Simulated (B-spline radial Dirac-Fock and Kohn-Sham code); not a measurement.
Model: Dirac-Fock (average of configuration) total-energy differences with a finite nucleus, the Breit interaction including its frequency dependence, and self-energy and vacuum-polarisation corrections. Program: a radial finite-basis atomic code. Free neutral atoms up to Cf, the lines Kα1, Kβ1, Lα1, Lβ1, Lβ2, Lγ1, Lℓ and Mα1 where both subshells are closed (so no Lα of most 3d metals and no Mα of most lanthanides); Na, Y were not searched.

**Question.** Zn Kα1 is computed at 8638.1 eV. Which of the searched lines of other elements lie within 92 eV and could overlap it in an energy-dispersive spectrum?

**Answer.** Re Lα1 at 8652.0 eV (+14); Lu Lβ1 at 8709.0 eV (+71); Hg Lℓ at 8713.7 eV (+76).
